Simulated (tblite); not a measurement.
Compound: C₄H₁₃NOSi₂.
Structure used (GFN2-xTB), in Å, numbered top down from 1:
```xyz
21
C4H13NOSi2 angstrom
C     -2.917    0.981   -0.291
C     -1.460    0.866    0.057
O     -0.658    1.783   -0.092
N     -0.978   -0.276    0.557
C     -1.782   -1.437    0.814
Si     0.757   -0.051    0.874
C      1.773    0.063   -0.715
Si     3.638    0.115   -0.392
H     -3.120    1.981   -0.662
H     -3.178    0.250   -1.054
H     -3.527    0.789    0.590
H     -1.145   -2.210    1.236
H     -2.580   -1.215    1.528
H     -2.235   -1.819   -0.105
H      0.929    1.018    1.849
H      1.047   -1.341    1.528
H      1.547   -0.791   -1.355
H      1.484    0.952   -1.272
H      4.050   -1.082    0.347
H      4.352    0.140   -1.674
H      3.995    1.301    0.385
```

Method: GFN2-xTB as coded in tblite; computed harmonic values from a numerical Hessian at the method's own geometry, unscaled. Errors from tens to a few hundred cm⁻¹ against measured bands are possible. Modes of hydrogen on silicon can be 10 to 20 % off. One conformer, not necessarily the lowest.

Harmonic wavenumbers (cm⁻¹): 28.6, 66.4, 83.6, 114.1, 118.1, 139.2, 154.2, 178.5, 192.8, 248.9, 306.7, 399.0, 479.1, 497.1, 521.9, 555.1, 567.8, 638.0, 655.1, 706.4, 719.5, 762.2, 787.2, 791.9, 800.9, 825.7, 836.1, 909.0, 1002.4, 1004.1, 1011.1, 1099.3, 1117.9, 1134.1, 1235.6, 1369.7, 1405.4, 1439.6, 1445.5, 1457.6, 1462.9, 1484.6, 1487.5, 1661.0, 2166.0, 2224.8, 2246.0, 2275.7, 2328.4, 2941.6, 2961.4, 2968.7, 3008.9, 3013.4, 3020.6, 3041.5, 3059.3.

A = 3036, B = 681.0, C = 604.0 MHz; mass 147.054 u (most abundant isotopes); point group C1, symmetry number 1.

What is the zero-point energy?

½Σν̃ = 34579 cm⁻¹ = 98.87 kcal/mol.

Give the ideal-gas entropy at 400 K and 1 bar in the rigid-rotor, harmonic-oscillator model (classical rotation).

Translation 42.35, rotation 30.81, vibration 53.73: S = 126.9 cal/(mol K).

And Cp and H(400 K) − H(0)?

Cp = 57.66 cal/(mol K), of which vibrations give 49.71 (their classical limit is 57 R = 113.3); H(400 K) − H(0) = 13.88 kcal/mol without the zero-point energy, 10.70 from vibrations.

Which modes carry the vibrational entropy at 400 K?

28.6 cm⁻¹: 6.51; 66.4 cm⁻¹: 4.84; 83.6 cm⁻¹: 4.38; 114.1 cm⁻¹: 3.77; 118.1 cm⁻¹: 3.70; 139.2 cm⁻¹: 3.38 cal/(mol K); the other 51 give 27.15 together.

Blend soft modes into free rotors: weight 1/[1 + (100 cm⁻¹/ν̃)⁴] for the oscillator and the rest for a rotor with moment μB/(μ + B), μ = h/(8π²ν), B = 10⁻⁴⁴ kg m². What vibrational entropy results?

49.09 cal/(mol K) in place of 53.73, which changes −T·S at 400 K by +1.86 kcal/mol.

How do the functions run with temperature in this model?

```tsv
T (K)	S (cal/(mol K))	Cp (cal/(mol K))	H − H(0) (kcal/mol)	G − H(0) (kcal/mol)	ln q(vib)
100	75.4	23.5	1.57	-5.98	2.80
200	95.3	35.2	4.50	-14.56	6.59
300	111.9	47.1	8.62	-24.93	10.15
500	140.7	66.5	20.10	-50.27	16.88
800	176.4	85.1	43.06	-98.03	26.08
1000	196.3	93.2	60.94	-135.34	31.63
```

q(vib) and H(0) count from the zero-point level.

What must be added to the electronic energy to get the Gibbs energy at 400 K and 1 bar?

ZPE + [H(400 K) − H(0)] − T·S = 98.87 + 13.88 − 50.76 = 61.99 kcal/mol.

Hindered rotation and anharmonicity are outside this model. Other conformers, if any are populated, would add a mixing term that is left out. The structure is chiral; the term R ln 2 for an equal mix with its mirror image is left out.

Hardware: one thread of an AMD EPYC, no GPU (shared host). Cost: 3.0 s of wall time. The figure is for the frequency step alone.
